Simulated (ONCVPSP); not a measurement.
## Building the ONCV potential for Ga (Z = 31) (PBE, scalar-relativistic).

The input file (ONCVPSP 4.0.1):

```
# ATOM AND REFERENCE CONFIGURATION
# atsym  z   nc   nv     iexc    psfile
  Ga 31.00    6    1        4      upf
#
#   n    l    f
    1    0    2.00
    2    0    2.00
    2    1    6.00
    3    0    2.00
    3    1    6.00
    3    2   10.00
    4    0    1.50
#
# PSEUDOPOTENTIAL AND OPTIMIZATION
# lmax
    2
#
#   l,   rc,      ep,       ncon, nbas, qcut
    0    2.00    0.00    4    7    2.90
    1    1.70    0.14    4    9    3.80
    2    2.15    0.30    5    8    4.00
#
# LOCAL POTENTIAL
# lloc, lpopt,  rc(5),   dvloc0
    4    5    1.30    0.00
#
# VANDERBILT-KLEINMAN-BYLANDER PROJECTORs
# l, nproj, debl
    0    2    1.50
    1    1    2.60
    2    1    3.30
#
# MODEL CORE CHARGE
# icmod, fcfact, rcfact
    2    0.40    1.00
#
# LOG DERIVATIVE ANALYSIS
# epsh1, epsh2, depsh
   -2.00    5.00    0.02
#
# OUTPUT GRID
# rlmax, drl
    6.00    0.01
#
# TEST CONFIGURATIONS
# ncnf
    4
# nvcnf
#   n    l    f
    2
    4    0    2.00
    4    1    1.00
#
    1
    4    0    2.00
#
    1
    4    0    1.00
#
    2
    4    0    1.00
    4    1    1.00
#
```

Command:

```bash
oncvpsp.x < Ga.dat > Ga.out
```

The program printed (shortened: citation, most of the input echo, consistency checks and plot data are left out):

```
ONCVPSP  (Optimized Norm-Conservinng Vanderbilt PSeudopotential)
scalar-relativistic version 4.0.1

#   n    l    f        energy (Ha)
    1    0    2.00    -3.7646883E+02
    2    0    2.00    -4.6906898E+01
    2    1    6.00    -4.0899521E+01
    3    0    2.00    -5.9631196E+00
    3    1    6.00    -4.1527713E+00
    3    2   10.00    -1.2211631E+00
    4    0    1.50    -7.7525339E-01

Reference configufation results
  iterations    26
  all-electron total energy (Ha)   -1.94338528D+03

Begin loop to  construct optimized pseudo wave functions
and semi-local pseudopoentials for all angular momenta

   Wellstate for l =  0  n =  6
     eigenvalue =   0.7247
     asymptotic potential =   1.2247
     half-point radius =  5.0307

Calculating optimized projector #   1

 for l=   0

    Fraction of norm inside rc  0.478994
    Optimizing pswf for qcut=   2.90 a_B^-1,  ecut=   4.21 Ha
    Residual kinetic energy error=  1.08D-02 Ha

    Energy error per electron        Cutoff
         Ha          eV             Ha
         0.01000     0.27211        4.31
         0.00100     0.02721       22.53
         0.00010     0.00272       29.63
         0.00001     0.00027       35.86

Calculating optimized projector #   2

 for l=   0

    Fraction of norm inside rc  0.092678
    Optimizing pswf for qcut=   2.90 a_B^-1,  ecut=   4.21 Ha
    Residual kinetic energy error=  1.88D-02 Ha

    Energy error per electron        Cutoff
         Ha          eV             Ha
         0.01000     0.27211        4.88
         0.00100     0.02721       12.82
         0.00010     0.00272       26.94
         0.00001     0.00027       33.00

WARNING wellstate: moderately localized bound state found for n= 4 l=  1
WARNING scattering state with energy  0.05000000
WARNING will be used for the first projector

   Wellstate for l =  1  n =  5
     eigenvalue =   0.0500
     asymptotic potential =   0.5500
     half-point radius =  5.7952

Calculating optimized projector #   1

 for l=   1

    Fraction of norm inside rc  0.093101
    Optimizing pswf for qcut=   3.80 a_B^-1,  ecut=   7.24 Ha
    Residual kinetic energy error=  8.32D-04 Ha

    Energy error per electron        Cutoff
         Ha          eV             Ha
         0.01000     0.27211        2.16
         0.00100     0.02721        6.89
         0.00010     0.00272       18.71
         0.00001     0.00027       75.55

   Wellstate for l =  2  n =  5
     eigenvalue =   0.3000
     asymptotic potential =   0.8000
     half-point radius =  6.3669

Calculating optimized projector #   1

 for l=   2

    Fraction of norm inside rc  0.122171
    Optimizing pswf for qcut=   4.00 a_B^-1,  ecut=   8.02 Ha
    Residual kinetic energy error=  6.38D-03 Ha

    Energy error per electron        Cutoff
         Ha          eV             Ha
         0.01000     0.27211        5.48
         0.00100     0.02721       36.80
         0.00010     0.00272       46.76
         0.00001     0.00027       52.51

Construct Vanderbilt / Kleinmman-Bylander projectors

B matrix Hermiticity error, ll=   0
   1   2   -6.9698E-05

  Orthonormal projector coefficients  7.3250E+00  1.4184E+00

Model core correction analysis
  based on d2Exc/dn_idn_j

d2excae - all-electron derivatives

   -4.459715D-02

d2excps - pseudofunction derivatives with no core correction

   -7.056146D-02

rms 2nd derivative error    2.596431E-02

amplitude prefactor, scale prefactor
    6.9634    1.2436

d2excps - pseudofunction derivatives with core correction

   -4.954162D-02

rms 2nd derivative error    4.944471E-03

Pseudoatom total energy   -1.585263

Diagnostic tests using Vanderbilt-Kleinman-Bylander pseudopotentials
  1 or more projectors used as specified by nproj input data

   l    rcore       rmatch      e in        delta e   norm test  slope test

   0   2.0056193   2.0665143  -0.7752534  -0.0000022   1.0000306   1.0000444
   0   2.0056193   2.0665143   0.7247466  -0.0000002   1.0001988   1.0001988

   1   1.7064872   1.7582998   0.0500000   0.0000087   1.0000024   1.0000024

   2   2.1548859   2.2203129   0.3000000   0.0000082   1.0000036   1.0000036

 Testing for bound ghosts
   n   l    E NL Schr. Eq   E Basis Diag.   E Cutoff

   1   0       -0.775256       -0.774237     46.51

   2   1       -0.490593       -0.466701    103.36

   3   2       -0.192335       -0.140797     55.17

 Testing for highly-localized positive-energy ghosts
       l    <radius>/rc     E Basis Diag.   E Cutoff

       0        0.307447        2.399995     46.51  WARNING - GHOST(+)

Test configuration 0

   n   l     f        eae           eps        diff
   1   0  2.0000 -376.46883366
   2   0  2.0000  -46.90689833
   2   1  6.0000  -40.89952095
   3   0  2.0000   -5.96311956
   3   1  6.0000   -4.15277132
   3   2 10.0000   -1.22116306
   4   0  1.5000   -0.77525339   -0.77525557   -2.18D-06

    Total energies and differences
      AE_ref= -1.94338528D+03  AE_tst= -1.94338528D+03  dif=  0.00D+00
      PS_ref= -1.58526344D+00  PS_tst= -1.58526344D+00  dif= -2.00D-15
      PSP excitation error=  2.00D-15

Test configuration 1

   n   l     f        eae           eps        diff
   1   0  2.0000 -375.94425129
   2   0  2.0000  -46.38958798
   2   1  6.0000  -40.38149478
   3   0  2.0000   -5.44352838
   3   1  6.0000   -3.63301169
   3   2 10.0000   -0.70391502
   4   0  2.0000   -0.32885947   -0.32566140    3.20D-03
   4   1  1.0000   -0.09478380   -0.09590496   -1.12D-03

    Total energies and differences
      AE_ref= -1.94338528D+03  AE_tst= -1.94393780D+03  dif= -5.53D-01
      PS_ref= -1.58526344D+00  PS_tst= -2.13843138D+00  dif= -5.53D-01
      PSP excitation error=  6.47D-04

Test configuration 2

   n   l     f        eae           eps        diff
   1   0  2.0000 -376.25088414
   2   0  2.0000  -46.69347132
   2   1  6.0000  -40.68571976
   3   0  2.0000   -5.74784119
   3   1  6.0000   -3.93746457
   3   2 10.0000   -1.00775638
   4   0  2.0000   -0.60019325   -0.59776507    2.43D-03

    Total energies and differences
      AE_ref= -1.94338528D+03  AE_tst= -1.94372876D+03  dif= -3.43D-01
      PS_ref= -1.58526344D+00  PS_tst= -1.92814734D+00  dif= -3.43D-01
      PSP excitation error= -6.00D-04

Test configuration 3

   n   l     f        eae           eps        diff
   1   0  2.0000 -376.70002363
   2   0  2.0000  -47.13262576
   2   1  6.0000  -41.12570041
   3   0  2.0000   -6.19075951
   3   1  6.0000   -4.38038008
   3   2 10.0000   -1.44638641
   4   0  1.0000   -0.95804225   -0.96066901   -2.63D-03

    Total energies and differences
      AE_ref= -1.94338528D+03  AE_tst= -1.94295231D+03  dif=  4.33D-01
      PS_ref= -1.58526344D+00  PS_tst= -1.15156894D+00  dif=  4.34D-01
      PSP excitation error= -7.25D-04

Test configuration 4

   n   l     f        eae           eps        diff
   1   0  2.0000 -376.32065050
   2   0  2.0000  -46.75986497
   2   1  6.0000  -40.75221099
   3   0  2.0000   -5.81717299
   3   1  6.0000   -4.00670842
   3   2 10.0000   -1.07488577
   4   0  1.0000   -0.64029182   -0.64035881   -6.70D-05
   4   1  1.0000   -0.36536893   -0.36772324   -2.35D-03

    Total energies and differences
      AE_ref= -1.94338528D+03  AE_tst= -1.94345782D+03  dif= -7.25D-02
      PS_ref= -1.58526344D+00  PS_tst= -1.66024240D+00  dif= -7.50D-02
      PSP excitation error=  2.44D-03
```

The run took about 3.6 s on one core of a shared server CPU.
